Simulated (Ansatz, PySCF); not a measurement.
Species: C$_{3}$H$_{6}$O$_{2}$, net charge 0, singlet state. 
Coordinates optimised at B3LYP-D3(BJ)/def2-TZVP (Ansatz, a quantum-chemistry and plane-wave program):
SMILES: CCOC=O
```xyz
11

C     -2.1634     0.3523    -0.1675
C     -0.8389    -0.2557     0.2267
O      0.2076     0.5270    -0.4008
C      1.4624     0.1343    -0.1637
O      1.7944    -0.7977     0.5146
H     -2.2955     0.3318    -1.2497
H     -2.9771    -0.2138     0.2889
H     -2.2335     1.3870     0.1698
H     -0.6824    -0.2386     1.3060
H     -0.7441    -1.2895    -0.1078
H      2.1555     0.8036    -0.6915
```
Charge 0, spin multiplicity 1.

Total electronic energies in hartree. Correlated levels leave the core frozen unless marked. No spin-orbit coupling. Non-relativistic unless marked X2C. Basis-set limits of correlation are two-point, X^-3; Hartree-Fock from the larger set. The bracket is a focal-point correction in the basis named.

| level | program | energy (Eh) |
|---|---|---|
| HF/STO-3G | Ansatz | -263.37850 |
| HF/aug-cc-pVQZ | Ansatz | -266.95006 |
| PBE-D3(BJ)/def2-TZVPD | Ansatz + dftd3 | -268.18471 |
| revPBE-D4/def2-TZVPD | Ansatz + dftd4 | -268.43498 |
| revPBE/def2-TZVPD | Ansatz | -268.41244 |
| B97M-V/def2-TZVPD | Ansatz | -268.44701 |
| PBE0-D3(BJ)/def2-TZVP | Ansatz + dftd3 | -268.19217 |
| PBE0/def2-TZVPD | Ansatz | -268.18802 |
| TPSSh-D3(BJ)/def2-TZVPD | PySCF + dftd3 | -268.50984 |
| TPSSh-D4/def2-TZVPD | PySCF + dftd4 | -268.51004 |
| r2SCANh-D4/def2-TZVPD | Ansatz + dftd4 | ___ |
| M06-2X/def2-TZVPD | PySCF | -268.37653 |
| LC-wPBE-D3(BJ)/def2-TZVPD | Ansatz + dftd3 | -268.33458 |
| wB97M-V/def2-TZVPD | Ansatz | ___ |
| B2GP-PLYP-D3(BJ)/def2-TZVPD | Ansatz + dftd3 | -268.23673 |
| RPA@PBE/cc-pVTZ | Ansatz | -268.41972 |
| RPA@PBE/cc-pVQZ | Ansatz | -268.56037 |
| SCS-MP2/6-31G | Ansatz | -267.20706 |
| SCS-MP2/cc-pVTZ | Ansatz | -267.89180 |
| CCSD/cc-pVTZ | Ansatz | -267.92899 |
| CCSD(T)/6-31G* | Ansatz | -267.62489 |
| X2C-CCSD(T)/cc-pVTZ-DK | Ansatz | -268.11814 |
| RI-MP2/CBS(aug-cc-pVTZ,aug-cc-pVQZ)+[CCSD(T)-MP2]/aug-cc-pVTZ | Ansatz | -268.1110 |

Q: Some entries are withheld; supply them.

A: 
- r2SCANh-D4/def2-TZVPD, energy (Eh): -268.33295
- wB97M-V/def2-TZVPD, energy (Eh): -268.38820
